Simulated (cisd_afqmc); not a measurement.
Input (AFQMC/CISD/cc-pV(D+d)Z; cisd_afqmc is a phaseless AFQMC code with CISD trial states that reads the integrals written by Ansatz): A basis named .json is the Basis Set Exchange file of that set.

Ansatz 0.2 input:
```python
import cisd_afqmc

open("ham.yaml", "w").write("""\
crystal:
  periodic: [false, false, false]
  atoms:
    - {symbol: Al, position_ang: [-0.23906742, -0.48098211, 0.16350534]}
    - {symbol: H, position_ang: [0.49880395, -1.29820965, 1.28255689]}
    - {symbol: H, position_ang: [-1.58310576, -0.88330793, -0.54097053]}
    - {symbol: F, position_ang: [0.46579758, 0.93714278, -0.31857286]}
basis:
  gaussian:
    orbitals: cc-pV_D+d_Z.json
magnetization: {spin_polarized: false}
correlation: {method: ccsd, electrons: outside_noble_gas, hamiltonian_folder: ham}
""")
rep = cisd_afqmc.ansatz("ham.yaml")
e_ccsd = rep["correlation"]["coupled_cluster"]["energy"]["hartree"]
out = cisd_afqmc.run("ham", e_ccsd, trial="CISD", walkers=200, populations=8, threads=8, dt=0.005, steps=40, early=24, settle=10, least=32,
    cut=5e-5, rank_cut=2e-4, target=0.0004, seconds=1500, seed=1, memory=17280, gpu=False)
```

Output:

```
orbitals 41, occupied [6], factors 213 of 461, rank of the doubles 86 of 210
E(HF) = -342.586145
E(CCSD) on the cut factors = -342.861581, shift to the whole factors -0.000004
Energy of the trial state on the determinant = -342.861543
  tau behind 7.2 of longer steps, mean of the populations' last blocks
   2.0  -342.86669
   4.0  -342.86639
   6.0  -342.86621
   8.0  -342.86672
blocks 280 (0 outliers left out), error by blocks joined: 1: 0.00016, 2: 0.00019, 4: 0.00023, 8: 0.00028, 16: 0.00031
E(AFQMC/CISD) = -342.86646 +/- 0.00031
```
